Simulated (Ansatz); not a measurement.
Compare A (`C=N/C([SiH3])=C\F`) with its isomer B (`C=C=C(F)N[SiH3]`).

Program: Ansatz. Geometries: PBE0-D4/def2-TZVP. ΔE: electronic, gas phase. CBS: MP2 limit from def2 TZ/QZ plus the TZ coupled-cluster correction, frozen cores. DFT in def2-TZVPP. B3LYP here is the variant with VWN-RPA as its local correlation; programs differ in this. One conformer a species, not always the lowest.

Problem. Which is lower in electronic energy at CCSD(T)/CBS, and by how much? (Estimate.)

Solution. Computed: B, by 4.0 kcal/mol.

Problem. Give E(B) − E(A) in kcal/mol with HF/def2-TZVPP, PBE-D4, r2SCAN-D4, B3LYP, B3LYP-D4, CCSD/def2-TZVPP, MP2/def2-TZVPP. (An estimate is asked.)

Solution. Computed: HF/def2-TZVPP -4.1, PBE-D4 -4.3, r2SCAN-D4 -5.6, B3LYP -5.5, B3LYP-D4 -5.1, CCSD/def2-TZVPP -3.9, MP2/def2-TZVPP -4.2. None reverses the order clearly.

Largest T1 diagnostic: 0.014.

From PBE to PBE0 (25 % exact exchange), in def2-TZVPP and without D4, E(B) − E(A) moves by −0.7 kcal/mol.
